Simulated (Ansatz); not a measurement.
## Energy profile

The step: BCl₂F ([F][B]([Cl])[Cl]) + HBr → BBrCl₂ ([Cl][B]([Cl])[Br]) + HF; bonds formed: B1–Br6, F2–H5; bonds broken: B1–F2, H5–Br6 (atoms numbered as in the saddle structure below).

B1  (-0.149, 0.297, -0.333)
F2  (1.257, -0.222, 0.001)
Cl3  (-0.693, -0.330, -1.879)
Cl4  (-0.281, 2.010, 0.026)
H5  (0.748, -0.815, 0.839)
Br6  (-0.881, -0.940, 1.346)
(Å)

Electronic energies by CCSD(T) at an estimated basis limit (MP2 extrapolated from triple and quadruple zeta, plus CCSD(T) − MP2 in triple zeta), on PBE0-D4/def2-TZVP structures; BHBrCl$_{2}$F, singlet; no counterpoise correction. Computed with Ansatz 0.2.0 (basis: def2-TZVPP and def2-QZVPP); correlated methods freeze the cores. Filled d shells of the heavier atoms are correlated. The def2 sets are not built for correlating such inner shells, so the correlated values are less sure here. Extrapolation: Hartree–Fock as exp(−7.88 √X), correlation as X^−2.97.

(1) Give the profile in kcal/mol, counted from the separated reactants. (Judge from chemistry; the value comes from the calculation.)

No T1 diagnostic of these runs exceeds 0.012.

## Answers

(1) The calculation gives:
```json
{"point": "separated: BCl$_{2}$F (linked as [F][B]([Cl])[Cl]; B1, F2, Cl3, Cl4; singlet) + HBr (H5, Br6; singlet)", "kcal/mol": "0.00"}
{"point": "start structure", "kcal/mol": "-2.26"}
{"point": "saddle", "kcal/mol": "31.31"}
{"point": "end structure", "kcal/mol": "12.54"}
{"point": "separated: BBrCl$_{2}$ (linked as [Cl][B]([Cl])[Br]; B1, Cl3, Cl4, Br6; singlet) + HF (F2, H5; singlet)", "kcal/mol": "14.52"}
```

For scale, one of the runs: CCSD(T)/def2-TZVPP, 208 basis functions, launched by `ansatz run in.yaml --threads 4 --pin off --events-out ev --progress --plain --max-ram 9574MiB`. Time: 2.1 min of wall clock on 4 CPU threads of an Arm Neoverse V1; the host was shared. Peak host memory: 2.8 GiB.
